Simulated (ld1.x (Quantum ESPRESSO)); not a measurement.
## Which change was made? (I, TM semilocal)

- Element: iodine (I)
- Generator: ld1.x (Quantum ESPRESSO) 7.5
- Type: norm-conserving Troullier–Martins (semilocal form)
- Functional: PBE
- Relativity: scalar-relativistic
- Frozen core: [Kr] 4d10
- Valence charge: 7
- Reference configuration: 5s2 5p5
- Partial waves: 5p (bound): rc 1.80 bohr; 5s (bound): rc 1.40 bohr
- Local potential: the s channel
- Core correction: none

Cutoffs, loose and tight: the cutoffs (Ry, on a coarse ladder) from which the occupation-weighted sum of valence levels, in a spherical-Bessel basis at the reference potential, stays within 10 and 1 mRy of its value at 400 Ry. They do not see the model core or the augmentation charge, which bear on the density cutoff. Test errors are all-electron minus pseudo excitation energies from the reference, over the configurations 5s2 5p4; 5s2 5p3; 5s2 5p2; 5s2 5p5.3; 5s1 5p6; 5s2 5p1; 5s2 5p4.5; variants that change the core or the reference have their own tests.

The base gives: outcome: generated; cutoff, loose: 70 Ry; cutoff, tight: 140 Ry; bound ghosts: none; largest test error (meV): -19.

**Question.** After one change the result is: outcome: generated; cutoff, loose: 30 Ry; cutoff, tight: 50 Ry; bound ghosts: none; largest test error (meV): -92. Which change was it?
A. type RRKJ, which also changes the form from semilocal to separable; local potential all-electron potential smoothed inside 1.15 bohr (lloc = -1)
B. core correction a·sin(br)/r model core inside 0.52 bohr
C. wave 5s (bound): rc 1.40 bohr becomes 5s (bound): rc 1.68 bohr
D. all radii scaled by about 1.27 (s 1.78, p 2.28 bohr)

**Answer.** D. The others give: type RRKJ, which also changes the form from semilocal to separable; local potential all-electron potential smoothed inside 1.15 bohr (lloc = -1) → outcome: failed: compute_chi: n is too large | wave 5s (bound): rc 1.40 bohr becomes 5s (bound): rc 1.68 bohr → outcome: generated; cutoff, loose: 35 Ry; cutoff, tight: 70 Ry; bound ghosts: none; largest test error (meV): -86 | core correction a·sin(br)/r model core inside 0.52 bohr → outcome: generated; cutoff, loose: 70 Ry; cutoff, tight: 140 Ry; bound ghosts: none; largest test error (meV): -96. In the semilocal form every listed channel keeps its own potential, so the choice of the local channel does not act on these tests. It acts once the file is put into the separable form.
